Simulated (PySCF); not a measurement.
## Computed spin Hamiltonian

Compound: C2H11O2Si3 (doublet state).
Structure used (GFN2-xTB), in Å, numbered top down from 1:
```xyz
18
C2H11O2Si3 angstrom
C      2.976   -0.147    0.188
C      1.905    0.116   -0.779
O      0.827   -0.758   -0.604
Si    -0.737   -0.506   -0.956
Si    -1.793   -2.135    0.245
O     -1.168    1.000   -0.489
Si    -1.319    2.191    0.592
H      3.882    0.423    0.145
H      2.846   -0.903    0.935
H      2.280    0.018   -1.815
H      1.548    1.160   -0.692
H     -0.932   -0.356   -2.405
H     -3.241   -1.891    0.290
H     -1.632   -3.455   -0.375
H     -1.375   -2.287    1.647
H     -0.079    2.303    1.364
H     -2.445    1.855    1.462
H     -1.553    3.378   -0.226
```

The hyperfine couplings belong to this conformer and change with its torsions.

As a line formula: `[CH2]CO[Si@@H]([SiH3])O[SiH3]` [radical].

The calculation used PySCF, UKS B3LYP, pcH-1 on C H O Si, non-relativistic, mean-field spin-orbit, GIAO. One conformer (not necessarily the lowest) at the GFN2-xTB geometry, without solvent, vibrations or thermal averaging. The geometry wasn't refined by DFT: couplings that depend on bond lengths, twists or pyramidal angles can differ widely from those at the functional's own minimum. No stability test was run, so a lower SCF solution isn't excluded.

| Property | Result |
| --- | --- |
| g1, g2, g3 | 2.00218, 2.00277, 2.00292 |
| g_iso | 2.00262 |
| Form of g | rhombic: the two nearest values differ by 20 % of g3 − g1 |
| ⟨S²⟩ | 0.7537 (exact 0.7500) |
| α and β electrons | 41, 40 |
| HOMO–LUMO gap, α and β orbitals | 5.39, 5.93 eV |

Hyperfine couplings atom by atom, in MHz; T1 to T3 are the principal values of the dipolar part:

```tsv
atom	isotope	a_iso	of which spin–orbit	T1	T2	T3	Mulliken spin population
C1	13C	87.2	-0.1	-82.1	-81.5	163.5	1.08
C2	13C	-39.9	0.0	-2.6	0.6	2.0	-0.09
O3	17O	1.3	0.0	-1.4	0.6	0.8	0.00
Si4	29Si	1.9	0.0	-0.4	0.1	0.2	0.00
Si5	29Si	-0.1	0.0	-0.2	0.1	0.1	0.00
O6	17O	-0.4	0.0	-0.6	0.2	0.3	0.00
Si7	29Si	0.0	0.0	-0.3	0.1	0.2	0.00
H8	1H	-63.1	0.0	-39.5	-0.3	39.8	-0.04
H9	1H	-66.2	0.0	-39.9	0.2	39.8	-0.05
H10	1H	126.2	0.0	-5.5	-3.8	9.3	0.05
H11	1H	135.1	0.0	-5.7	-3.6	9.2	0.05
H12	1H	-0.1	0.0	-0.8	-0.7	1.5	0.00
H13	1H	0.0	0.0	-0.3	-0.3	0.6	0.00
H14	1H	0.0	0.0	-0.4	-0.4	0.8	0.00
H15	1H	0.0	0.0	-0.6	-0.5	1.1	0.00
H16	1H	0.1	0.0	-1.3	-1.1	2.5	0.00
H17	1H	0.0	0.0	-0.4	-0.4	0.8	0.00
H18	1H	0.1	0.0	-0.5	-0.5	0.9	0.00
```

Largest spin populations (Mulliken): C1 (+1.08) and C2 (-0.09). C1 is the only atom above +0.15. The positive populations add up to 1.18 and the negative ones to -0.18, together 2S = 1. The angles at C1 add up to 360.0°, so it is planar; its axial dipolar tensor and the negative couplings of its protons fit spin in a p orbital normal to that plane.

Axes: g2 points within 15° of the C1–C2 bond.

Under fast tumbling the dipolar parts average out, and these isotropic splittings remain: 1 × 1H (H11, I = 1/2, 2 lines) with 4.82 mT, 1 × 1H (H10, I = 1/2, 2 lines) with 4.50 mT and 2 × 1H (H8/H9, I = 1/2, 3 lines) with 2.31 mT.

Nuclei that the bonding pattern makes equivalent are averaged, as if the motion that swaps them (rotation, inversion, ring flip) were fast.

The 13C coupling of C1 (87.2 MHz) shows only in satellite lines or after enrichment, since that isotope makes up about 1.07 % of natural carbon.

The spin density at the nucleus, in bohr⁻³, is negative for C2 (-0.0355), H8/H9 (-0.0145) and O3 (-0.0022), for instance. A restricted open-shell determinant has no negative spin density anywhere; here it arises because α and β orbitals differ (spin polarisation).
